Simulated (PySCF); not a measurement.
# 3-hydroxybenzoic acid: full NMR table

| Property | Result |
| --- | --- |
| Formula | C7H6O3 |
| SMILES | O=C(O)c1cccc(O)c1 |
| Point group of the computed structure | C1 |
| Degrees of unsaturation | 5 |
| Carbon signals | 7 |
| Proton signals | 6 |

Molfile (atoms numbered from 1):
```
C7H6O3
     RDKit          3D

 16 16  0  0  0  0  0  0  0  0999 V2000
    2.4594   -1.5983   -0.5384 O   0  0  0  0  0  0  0  0  0  0  0  0
    2.0646   -0.4596   -0.5850 C   0  0  0  0  0  0  0  0  0  0  0  0
    2.8423    0.5513   -0.9944 O   0  0  0  0  0  0  0  0  0  0  0  0
    0.6950   -0.0278   -0.2036 C   0  0  0  0  0  0  0  0  0  0  0  0
    0.2786    1.3022   -0.3001 C   0  0  0  0  0  0  0  0  0  0  0  0
   -1.0240    1.6304    0.0727 C   0  0  0  0  0  0  0  0  0  0  0  0
   -1.9001    0.6551    0.5356 C   0  0  0  0  0  0  0  0  0  0  0  0
   -1.4793   -0.6779    0.6318 C   0  0  0  0  0  0  0  0  0  0  0  0
   -2.3657   -1.5859    1.0857 O   0  0  0  0  0  0  0  0  0  0  0  0
   -0.1791   -1.0151    0.2598 C   0  0  0  0  0  0  0  0  0  0  0  0
    3.6992    0.1581   -1.2178 H   0  0  0  0  0  0  0  0  0  0  0  0
    0.9700    2.0623   -0.6639 H   0  0  0  0  0  0  0  0  0  0  0  0
   -1.3651    2.6658    0.0014 H   0  0  0  0  0  0  0  0  0  0  0  0
   -2.9221    0.9014    0.8302 H   0  0  0  0  0  0  0  0  0  0  0  0
   -1.9498   -2.4546    1.1062 H   0  0  0  0  0  0  0  0  0  0  0  0
    0.1845   -2.0450    0.3199 H   0  0  0  0  0  0  0  0  0  0  0  0
  1  2  2  0
  2  3  1  0
  2  4  1  0
  4  5  2  0
  5  6  1  0
  6  7  2  0
  7  8  1  0
  8  9  1  0
  8 10  2  0
 10  4  1  0
  3 11  1  0
  5 12  1  0
  6 13  1  0
  7 14  1  0
  9 15  1  0
 10 16  1  0
M  END
```

[PySCF 2.14.0 with density-fitted response routines: σ from GIAO-CAM-B3LYP/pcSseg-1; J: B3LYP/pcJ-1 (without the spin–dipole term); structure optimised with PBE0-D3(BJ)/def2-SVP; gas phase; non-relativistic Hamiltonian; one computed conformer]

Scale: ¹H (σ = 31.33 ppm) and ¹³C (σ = 182.45 ppm) vs TMS; ¹⁷O (σ = 338.55 ppm) against H2O (reference shieldings calculated alike).

| carbon | δC, type | δH (multiplicity, J in Hz) | HMBC from (abs. J ≥ 3 Hz) | span of the C tensor (ppm) |
| --- | --- | --- | --- | --- |
| C2 | 173.0, C | – | H12, H16 | 163 |
| C4 | 137.7, C | – | H13 | 210 |
| C5 | 130.4, CH | 7.73 (dd, 8.6, 1.1) | H16, H14 | 226 |
| C6 | 139.1, CH | 7.43 (t, 8.9) | – | 241 |
| C7 | 128.8, CH | 7.22 (dd, 9.2, 2.8) | H12, H16 | 202 |
| C8 | 166.7, C | – | H13 | 199 |
| C10 | 122.7, CH | 7.55 (dd, 2.8, 1.1) | H12, H14 | 185 |

Other nuclei:
```json
{"atoms": "H11", "nucleus": "¹H", "environment": "hydrogen on an acid hydroxyl oxygen", "δ (ppm)": "5.92", "σ (ppm)": "25.41"}
{"atoms": "H15", "nucleus": "¹H", "environment": "hydrogen on a phenol-type oxygen", "δ (ppm)": "4.07", "σ (ppm)": "27.26"}
{"atoms": "O1", "nucleus": "¹⁷O", "environment": "carbonyl oxygen", "δ (ppm)": "412.7", "σ (ppm)": "-74.1"}
{"atoms": "O3", "nucleus": "¹⁷O", "environment": "acid hydroxyl oxygen", "δ (ppm)": "202.5", "σ (ppm)": "136.1"}
{"atoms": "O9", "nucleus": "¹⁷O", "environment": "phenol-type oxygen", "δ (ppm)": "122.0", "σ (ppm)": "216.5"}
```

Selected couplings (Hz, signed; the shortest-range and largest first, 30 at most; isotopes ¹³C, ¹H): ¹J(C5,H12) 174.7, ¹J(C7,H14) 169.2, ¹J(C6,H13) 168.1, ¹J(C10,H16) 167.1, ³J(H13,H14) 9.2, ³J(H12,H13) 8.6, ⁴J(H14,H16) 2.8, ⁴J(H12,H16) 1.1.

- Carbon types of the structure: 3 × C, 4 × CH, leaving 2 H on heteroatoms.
- δC 173.0: carboxylic acid carbon; it is a carbonyl in resonance with an O or N lone pair, the region of acids, esters and amides.
- δC 166.7: aromatic carbon bearing oxygen; σ withdrawal by the attached heteroatom moves it downfield of the ring CH carbons.
- δC 139.1, 130.4, 128.8, 122.7: aromatic CH.
- δC 137.7: substituted aromatic carbon.
- δH 4.07: hydrogen on a phenol-type oxygen; exchangeable, gas-phase position.
- The protons at 7.43 and 7.22 share a coupling of 9.2 Hz (vicinal, an ortho-type coupling).
- The protons at 7.73 and 7.43 share a coupling of 8.6 Hz (vicinal, an ortho-type coupling).

The OH or NH signal is concentration- and solvent-dependent in practice; the value given is the gas-phase one. Multiplet labels drop couplings under 1 Hz and merge nearly equal ones. Unscaled 3J(H,H) at this level run about 10 % above measured values. Shifts are as computed, not scaled to solution data. Of 1211 compounds with measured shifts, 218 miss one by over three times the rms of a fit or turn the order of signals round; such compounds aren't used in these exercises. In solution the two oxygens of a carboxylic acid exchange roles by proton transfer and give one 17O line. Hydrogen bonding in solution shields acid and N–H amide carbonyl oxygens by tens of ppm. Hydrogen bonding in solution deshields acid and N–H amide carbonyl carbons by as much as 10 ppm beyond these values. Unscaled 17O shifts of doubly bonded oxygen tend to come out too high, by tens of ppm or more. Experimental scales use liquid or dissolved standards, which lie at an offset from isolated H2O (liquid H2O: subtract about 36 ppm).
